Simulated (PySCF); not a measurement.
GeH3O3, SMILES [OH][Ge]([OH])[OH] (connectivity only; charge and spin as stated), charge +1, multiplicity 1. The structure is a stationary point at PBE0-D3(BJ)/def2-SVP. The spin state was assumed, not searched. The isomer is the one that the SMILES or the coordinates give; other isomers of the formula were not compared. The values are those of a single conformer.

These are PBE0-D3(BJ)/def2-SVP in PySCF values and carry that method's errors.

Harmonic wavenumbers (cm⁻¹): 210, 220, 227, 290, 371, 420, 749, 779, 819, 899, 909, 935, 3803, 3814, 3830. Rotational constants (GHz): 6.906, 6.218, 3.272; symmetry number 1.

Q: Work out the zero-point energy and the ideal-gas rigid-rotor harmonic-oscillator thermochemistry at 298.15 K and 1 atm.

A: ZPE = ½ Σ hcν = ½ × 18274 cm⁻¹ = 109.30 kJ/mol. H − E(el) = 127.26 kJ/mol. Entropy in J/(mol K): translation 168.83, rotation 105.60, vibration 43.56, total 317.99. G − E(el) = 32.45 kJ/mol. Cp = 90.06 J/(mol K).
